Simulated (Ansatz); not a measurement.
Au2Br⁻. Charge -1, multiplicity 3. Geometry PBE-D4/def2-TZVP, that of the neutral doublet; atoms count from 1.

```xyz
3

Au   -0.3773    0.0786    0.0277
Au    0.4049   -1.4438    1.9168
Br   -0.0276    1.3652   -1.9444
```

In the def2 sets Au takes a core potential; there is no spin–orbit coupling. The highest occupied level of the charge -1 triplet lies above zero (up to 0.21 eV). By energy differences its removal costs 1.33 eV (vertical, to the charge 0 doublet, at PBE0-D4/def2-TZVPD); a positive level beside a positive removal energy at the same level points to self-interaction error. At PBE0-D4/def2-TZVPD a singlet of charge -1 lies 2.50 eV below the triplet at the same geometry. The structure comes from a short search, and lower isomers may exist.

**Question.** Estimate the Mulliken populations from the PBE0/def2-TZVPD orbitals of Ansatz.

**Answer.** 
```
atom  charge (e)  spin (α − β)  d electrons
 Au1       -0.19          0.61         9.61
 Au2       -0.38          1.18         9.84
 Br3       -0.43          0.21            –
```
Mulliken values and Mayer orders depend strongly on the basis. With diffuse functions, as here, like atoms can get unlike values, and bond orders can come out too low or too high.

**Question.** Where does the spin sit?

**Answer.** Summed by element: Au 1.79, Br 0.21, of 2 unpaired in all. Largest on single atoms: Au2 1.18, Au1 0.61, Br3 0.21.

**Question.** And the Mayer bond orders between bonded heavy atoms (over 0.3)?

**Answer.** Au1–Au2 1.05 (2.55 Å); Au1–Br3 0.59 (2.38 Å).
